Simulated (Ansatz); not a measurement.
System: dichloro(dimethyl)germane, C₂H₆Cl₂Ge, net charge 0, singlet state. 
Coordinates optimised at B3LYP-D3(BJ)/def2-TZVP (Ansatz, a program for electronic structure):
SMILES: [CH3][Ge]([CH3])([Cl])[Cl]
```xyz
11

C      1.6258    -1.2076    -0.6081
Ge    -0.0062    -0.2828    -0.0900
C     -1.6805    -1.2707    -0.1803
Cl     0.2447     0.4232     1.9539
Cl    -0.2026     1.4833    -1.3474
H      1.7747    -2.0725     0.0376
H      2.4697    -0.5287    -0.5044
H      1.5466    -1.5322    -1.6451
H     -2.4951    -0.6234     0.1379
H     -1.8557    -1.5971    -1.2049
H     -1.6276    -2.1374     0.4778
```
Charge 0, spin multiplicity 1.

Computed values are from Ansatz. Cores are frozen in the correlated levels unless marked. UHF or UKS for open shells. No spin-orbit coupling. Frozen are the shells of the preceding noble gas and the d and f shells that filled before the atom's block. No relativistic terms. Basis-set limits of correlation are two-point, X^-3; Hartree-Fock from the larger set.

**Question.** What is the dipole moment at CCSD(T)/def2-SVPD?

**Answer.** 3.14 D.

**Question.** What is the total energy at CCSD(T)/CBS(def2-TZVPPD,def2-QZVPPD)?

**Answer.** -3074.9086 Eh.

**Question.** What is the atomisation energy De at CCSD(T)/CBS(def2-TZVPPD,def2-QZVPPD)?

**Answer.** 3885.3 kJ/mol.

**Question.** What is the T1 diagnostic at CCSD/def2-QZVPPD?

**Answer.** 0.009.
